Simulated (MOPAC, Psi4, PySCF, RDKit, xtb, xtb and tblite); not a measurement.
Two geometries of SMILES C=C/C=C\O[SiH3] (C4H8OSi), relaxed at GFN2-xTB with one dihedral held; other torsions can differ between them too.

Structure A

```
14

C      2.9305     0.2897     0.3713
C      1.6338     0.1367     0.1286
C      0.7505    -0.8002     0.7999
C      0.8607    -1.2436     2.0549
O      1.8663    -0.9137     2.8822
Si     2.0923    -1.0787     4.4830
H      3.4357    -0.2820     1.1292
H      3.5253     1.0007    -0.1769
H      1.1675     0.7064    -0.6668
H     -0.1229    -1.1136     0.2460
H      0.1155    -1.9174     2.4651
H      1.1308    -0.2602     5.2246
H      1.9262    -2.4776     4.8873
H      3.4637    -0.6072     4.5743
```

Structure B

```
14

C      2.8841     0.6594     2.3917
C      2.4617    -0.1267     1.4134
C      1.1045    -0.6671     1.3426
C      0.2308    -0.4584     0.3613
O      0.4111     0.2125    -0.7844
Si     1.6058     0.9553    -1.5957
H      2.2531     0.9065     3.2298
H      3.8813     1.0645     2.4059
H      3.1107    -0.3389     0.5724
H      0.7439    -1.1829     2.2214
H     -0.7748    -0.8618     0.4273
H      2.5986    -0.0150    -2.0647
H      2.2634     1.9792    -0.7851
H      0.8189     1.5073    -2.6890
```

Task: Which is lower in energy at the level M06-2X/def2-TZVP // GFN2-xTB (Psi4), and by how much?

Result: A is lower, by 9.24 kJ/mol (dihedral C1–C2–C3–C4: 30° in A, 120° in B).

E(B) − E(A) in kJ/mol at the other levels, on the same two geometries: GFN2-xTB (xtb and tblite) 3.61; MMFF94 // GFN2-xTB (RDKit) 42.94; PBE/def2-TZVP // GFN2-xTB (Psi4) 13.75; PBE-D3(BJ)/def2-TZVP // GFN2-xTB (Psi4) 11.86; UFF // GFN2-xTB (RDKit) 50.36; PM7, restricted, heats of formation // GFN2-xTB (MOPAC) -3.37; AM1, restricted, heats of formation // GFN2-xTB (MOPAC) 5.86; GFN1-xTB // GFN2-xTB (xtb) -9.21; restricted B3LYP/6-31G*, spherical d, density fitting // GFN2-xTB (PySCF) 13.87; restricted Hartree-Fock/LANL2DZ, with its core potentials past Ne // GFN2-xTB (PySCF) 12.13; restricted B3LYP/LANL2DZ, with its core potentials past Ne // GFN2-xTB (PySCF) 12.81; restricted Hartree-Fock/3-21G // GFN2-xTB (PySCF) 6.01.
